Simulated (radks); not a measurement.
Q: These are the eigenvalues of the occupied orbitals of an atom or ion with whole-number occupations (Ry). Method: scalar-relativistic Kohn-Sham, LDA (Slater exchange, VWN5 correlation), spin-polarised, spherical densities, finite nucleus; Fermi nuclear charge, rms radius of each element as measured or else 0.836 A^(1/3) + 0.57 fm; computed with a radial shooting solver on a logarithmic mesh with Libxc functionals.

1s up: -7.49733

Which element is it, and in what charge state? The configuration may be excited. Open shells, if any, are filled with parallel spins first.

A: Z = 3, lithium, charge +2: Li2+ in 1s1. The 1s level, -3.7487 hartree, gives Z - s = 2.7 by -(Z - s)^2/2, which with screening and relativity narrows Z to a few neighbours, and with so few levels the electron count can be read from the list.
